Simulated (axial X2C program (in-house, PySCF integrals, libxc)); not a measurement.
# Spin–orbit effects down a group: molecules with Si, PBE

Computed with an in-house all-electron X2C program for linear molecules (integrals from PySCF), spin-free (one-electron X2C) or two-component (2c: spin–orbit coupling with atomic mean-field Coulomb and Gaunt terms, which also bring small scalar terms), in Dyall basis sets with cores contracted in-house; open shells are unrestricted.

Basis sets: Cs dyall-cv3z, H dyall-v3z, Li dyall-cv3z, Na dyall-v3z, Rb dyall-cv3z, Si dyall-v3z.

```
molecule   spin-free state  Re (Å)  ωe (cm⁻¹)  De (eV)  2c state  Re 2c (Å)  ωe 2c (cm⁻¹)  De 2c (eV)
     SiH  M_S = 1/2, Λ = 1   1.550     1942.2     3.02   Ω = 1/2      1.550        1941.5        3.03
    LiSi  M_S = 3/2, Λ = 0   2.376      438.1     1.84   Ω = 3/2      2.376         438.0        1.84
    NaSi  M_S = 3/2, Λ = 0   2.716      246.5     1.45   Ω = 3/2      2.717         246.5        1.45
    RbSi  M_S = 3/2, Λ = 0   3.158      168.4     1.65   Ω = 3/2      3.158         168.4        1.65
    CsSi  M_S = 3/2, Λ = 0   3.263      160.6     1.81   Ω = 3/2      3.261         160.8        1.81
```

Each entry is the lowest single determinant of a limited PBE0 search at one distance. De goes to single-determinant-based atoms at the same level (for ions the charge split of lowest energy) and is withheld (n/a) where an atom does not fit its ground term or J level. Main or longest-lived isotopes. One determinant is a doubtful description, or other states lie close, for LiSi, NaSi, RbSi, CsSi; these need not be ground states, and all values refer to the states named. With several unpaired electrons the Ω given is that of one determinant, not necessarily of the lowest component. Some light 2c atoms are not at their ground J level, so De misses part of their lowering (0.04 eV or less). The functionals have no current term, which raises determinants with orbital currents.
